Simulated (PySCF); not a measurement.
Si(Cl)(OH) (ClHOSi), SMILES Cl[Si]O (connectivity only; charge and spin as stated), neutral, multiplicity 1. Atoms are numbered in the order given.

```xyz
4

Si     0.6763     0.5844     0.0000
Cl    -0.1909    -1.3274     0.0000
O     -0.7053     1.4920     0.0000
H     -0.5806     2.4482     0.0000
```
Charge 0, spin multiplicity 1.

Coordinates come from a B3LYP-D3(BJ)/def2-TZVP optimisation. One conformer was computed; it need not be the lowest.

All values below come from TDA-CAM-B3LYP/def2-SVPD (PySCF).

Vertical excitations. Gas-phase values at a fixed geometry. State labels are in the subgroup Cs.

Q: Give excitation energies, oscillator strengths and character. (The exact figures need the calculation; the answer reports its results.)

A: 
| state | symmetry | energy (eV) | λ (nm) | f | main pairs |
|---|---|---|---|---|---|
| S1 | A" | 4.64 | 267 | 0.087 | HOMO→LUMO 96 % |
| S2 | A" | 6.04 | 205 | 0.003 | HOMO−1→LUMO 99 % |
| S3 | A' | 6.30 | 197 | 0.068 | HOMO→LUMO+1 62 %, HOMO−2→LUMO 33 % |
| S4 | A' | 6.71 | 185 | 0.135 | HOMO−2→LUMO 51 %, HOMO→LUMO+1 31 %, HOMO→LUMO+2 10 % |
| S5 | A' | 7.33 | 169 | 0.473 | HOMO→LUMO+2 55 %, HOMO→LUMO+3 27 % |
| S6 | A' | 7.75 | 160 | 0.061 | HOMO→LUMO+3 65 %, HOMO→LUMO+2 26 % |
| S7 | A" | 8.13 | 153 | 0.001 | HOMO−4→LUMO 95 % |
| S8 | A' | 8.18 | 152 | 0.028 | HOMO−3→LUMO 58 %, HOMO−1→LUMO+1 21 %, HOMO−1→LUMO+2 12 % |
| S9 | A" | 8.26 | 150 | 0.018 | HOMO−2→LUMO+1 79 % |
| S10 | A' | 8.32 | 149 | 0.047 | HOMO→LUMO+4 33 %, HOMO−1→LUMO+1 16 %, HOMO→LUMO+5 16 %, HOMO−1→LUMO+2 15 % |
| T1 | A" | 2.72 | 456 | 0 | HOMO→LUMO 97 % |
| T2 | A' | 5.07 | 244 | 0 | HOMO→LUMO+1 71 %, HOMO→LUMO+2 17 % |
| T3 | A' | 5.74 | 216 | 0 | HOMO−2→LUMO 97 % |
| T4 | A" | 5.87 | 211 | 0 | HOMO−1→LUMO 98 % |
Triplets are in the Tamm–Dancoff approximation.
